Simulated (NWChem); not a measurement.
# CH6GeS; SMILES [GeH3][S]C

All runs: NWChem. All runs use the structure optimised with PBE0/def2-SVP. Ions are spin-unrestricted doublets at the neutral geometry; other ion states weren't tried. Functional: LC-ωPBE (HJS hole) with def2-SVP; rows give the range parameter ω in 1/bohr.

Problem. At which range parameter does −ε(HOMO) equal the ΔSCF ionisation energy (optimal tuning)?

Solution. about 0.33 per bohr, by linear interpolation in these runs:
```tsv
range parameter (1/bohr)	vertical ionisation energy, ΔSCF (eV)	−ε(HOMO) (eV)	ΔSCF minus −ε(HOMO) (eV)
0.20	8.91	8.05	0.86
0.30	9.02	8.86	0.16
0.35	9.06	9.17	-0.11
0.40	9.10	9.42	-0.32
0.80	9.19	10.32	-1.13
```
